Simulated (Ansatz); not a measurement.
Rb2F3, relaxed as a doublet with UKS PBE0-D4/def2-SVP in Ansatz, starting from the GFN1-xTB geometry. Force threshold 0.02 eV/Å.

In the def2 sets Rb takes a core potential; there is no spin–orbit coupling. Another isomer (doublet) lies 0.93 eV lower at PBE0-D4/def2-TZVP; other spin states weren't run for this one.

Start:

```xyz
5

Rb    0.618   -0.185    2.680
Rb   -0.243    0.154   -1.116
F    -1.250    0.264    1.263
F    -0.838   -0.013   -3.375
F     1.713   -0.220    0.548
```

```json
{"step": "1", "energy (eV)": "-9448.7110", "largest force component (eV/Å)": "0.956", "SCF passes": "83"}
{"step": "2", "energy (eV)": "-9448.8121", "largest force component (eV/Å)": "0.552", "SCF passes": "79"}
{"step": "3", "energy (eV)": "-9448.8628", "largest force component (eV/Å)": "0.042", "SCF passes": "80"}
{"step": "4 (rejected)", "energy (eV)": "-9448.8617", "largest force component (eV/Å)": "0.041", "SCF passes": "77"}
{"step": "5", "energy (eV)": "-9448.8636", "largest force component (eV/Å)": "0.004", "SCF passes": "73"}
```

Force components are those of the run's own axes.

End:

```xyz
5

Rb    0.6552   -0.0712    2.7204
Rb   -0.2441    0.0268   -1.0067
F    -1.3374    0.2286    1.2238
F    -0.8164    0.0919   -3.4045
F     1.7427   -0.2761    0.4670
```

By distances, no bond broke or formed. The bond that changes most is Rb2–F4, from 2.34 to 2.47 Å (atoms count from 1).

No frequencies were taken in this run, so the end may be a saddle point.

Run time 20 s (4 threads of Arm Neoverse V2 on a shared host).
